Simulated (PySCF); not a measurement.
C₃H₃N₂, SMILES [nH]1ccn[c]1, multiplicity 2. Geometry: PBE0-D3(BJ)/def2-SVP. The isomer is the one that the SMILES or the coordinates give; other isomers of the formula were not compared.

Computed equilibrium geometry at PBE0-D3(BJ)/def2-SVP (PySCF confirms it by a frequency run) as a Z-matrix, and its point group:
point group Cs.
```
C
C 1 1.3726
N 2 1.3814 1 109.72
C 3 1.2735 2 105.32 1 0.00
N 4 1.3503 3 113.97 2 0.00
H 5 1.0108 4 127.15 3 180.00
H 1 1.0875 2 132.39 3 180.00
H 2 1.0888 1 128.35 7 0.00
```
Charge 0, spin multiplicity 2.
